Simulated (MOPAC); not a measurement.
A run for MOPAC: PM7 on FHMg (SMILES [F][MgH]), a point of a bond scan (R = 2.943 Å).

```
PM7 1SCF PRECISE CHARGE=0 THREADS=1
FHMg

Mg    -0.00000000 1    -0.00000000 1    -0.64398300 1
H      0.00000000 1     0.00000000 1    -3.58667209 1
F      0.00000000 1     0.00000000 1     1.11703507 1
```

Program output:

```
*******************************************************************************
 **                                                                           **
 **                              MOPAC v23.2.5                                **
 **                                                                           **
 *******************************************************************************
 ** MOPAC's Digital Object Identifier: https://doi.org/10.5281/zenodo.6511958 **
 **                                                                           **
 ** Please cite the open-source release paper for use of this MOPAC version:  **
 ** J. E. Moussa and J. J. P. Stewart (2026)                                  **
 ** MOPAC: An open-source semiempirical molecular orbital program             **
 ** J. Open Source Softw., 11(119), 8025, https://doi.org/10.21105/joss.08025 **
 *******************************************************************************

                              PM7 CALCULATION RESULTS

 *******************************************************************************
 *  PM7        - The PM7 Hamiltonian to be used
 *
 *
 *
 *                 CHARGE ON SYSTEM = 0
 *
 *
 *
 *  PRECISE    - TIGHTER CRITERIA TO BE USED
 *  1SCF       - DO 1 SCF AND THEN STOP
 *  THREADS=1  - MULTI-THREADING NOT USED
 *  T=         - A TIME OF 172800.0 SECONDS REQUESTED
 *  DUMP=N     - RESTART FILE WRITTEN EVERY 7200.0 SECONDS REQUESTED
 *******************************************************************************
PM7 1SCF PRECISE CHARGE=0 THREADS=1
 FHMg

   ATOM   CHEMICAL          X               Y               Z
  NUMBER   SYMBOL      (ANGSTROMS)     (ANGSTROMS)     (ANGSTROMS)

     1      Mg         -0.00000000  *  -0.00000000  *  -0.64398300  *
     2       H          0.00000000  *   0.00000000  *  -3.58667209  *
     3       F          0.00000000  *   0.00000000  *   1.11703507  *



          CARTESIAN COORDINATES

    NO.       ATOM           X           Y           Z

     1        Mg         -0.0000     -0.0000     -0.6440
     2         H          0.0000      0.0000     -3.5867
     3         F          0.0000      0.0000      1.1170

 General Reference for PM7:
 "Optimization of Parameters for Semiempirical Methods VI: More Modifications to the
 NDDO Approximations and Re-optimization of Parameters", J. J. P. Stewart, J. Mol. Mod., 1:32, 19 (2013)
 https://link.springer.com/article/10.1007/s00894-012-1667-x

           Empirical Formula: H Mg F  =     3 atoms



      MOLECULAR POINT GROUP   :   C*v


      RHF CALCULATION, NO. OF DOUBLY OCCUPIED LEVELS = 5


 -------------------------------------------------------------------------------
 PM7 1SCF PRECISE CHARGE=0 THREADS=1
 FHMg



     1SCF WAS SPECIFIED, SO BFGS WAS NOT USED
     SCF FIELD WAS ACHIEVED


                              PM7 CALCULATION
                                                       MOPAC v23.2.5 Linux




          FINAL HEAT OF FORMATION =         37.25837 KCAL/MOL =     155.88904 KJ/MOL


          COSMO AREA              =         80.22 SQUARE ANGSTROMS
          COSMO VOLUME            =         56.67 CUBIC ANGSTROMS

          IONIZATION POTENTIAL    =          7.630355 EV
          HOMO LUMO ENERGIES (EV) =         -7.630 -0.382
          NO. OF FILLED LEVELS    =          5
          MOLECULAR WEIGHT        =         44.3113         POINT GROUP:  C*v

          MOLECULAR DIMENSIONS (Angstroms)

            Atom       Atom       Distance
            F     3    H     2     4.70371
            F     3    H     2     0.00000
           Mg     1    H     2     0.00000


          SCF CALCULATIONS        =          1





   ATOM   CHEMICAL          X               Y               Z
  NUMBER   SYMBOL      (ANGSTROMS)     (ANGSTROMS)     (ANGSTROMS)

     1      Mg         -0.00000000  *  -0.00000000  *  -0.64398300  *
     2       H          0.00000000  *   0.00000000  *  -3.58667209  *
     3       F          0.00000000  *   0.00000000  *   1.11703507  *

                             CARTESIAN COORDINATES

   1   Mg       -0.000000000    -0.000000000    -0.643983000
   2    H        0.000000000     0.000000000    -3.586672090
   3    F        0.000000000     0.000000000     1.117035070


           Empirical Formula: H Mg F  =     3 atoms



      MOLECULAR POINT GROUP   :   C*v


                  EIGENVALUES
 -35.15186 -12.69145 -12.52278 -12.52278  -7.63036  -0.38172   1.87490   1.87490
   4.44707


              NET ATOMIC CHARGES AND DIPOLE CONTRIBUTIONS

  ATOM NO.   TYPE          CHARGE      No. of ELECS.   s-Pop       p-Pop
    1         Mg           0.767141        1.2329     0.89262     0.34024
    2          H          -0.093898        1.0939     1.09390
    3          F          -0.673244        7.6732     1.97200     5.70124
 DIPOLE           X         Y         Z       TOTAL
 POINT-CHG.     0.000     0.000    -4.367     4.367
 HYBRID         0.000     0.000     0.898     0.898
 SUM            0.000     0.000    -3.470     3.470


          ATOMIC ORBITAL ELECTRON POPULATIONS

     Atom    s        px        py        pz
    1 Mg   0.89262   0.01764   0.01764   0.30496
    2  H   1.09390
    3  F   1.97200   1.98236   1.98236   1.73651

 **********************
 *                    *
 * JOB ENDED NORMALLY *
 *                    *
 **********************




 == MOPAC DONE ==
```

The run finished.

Cost: around 0.03 core-seconds (rough).
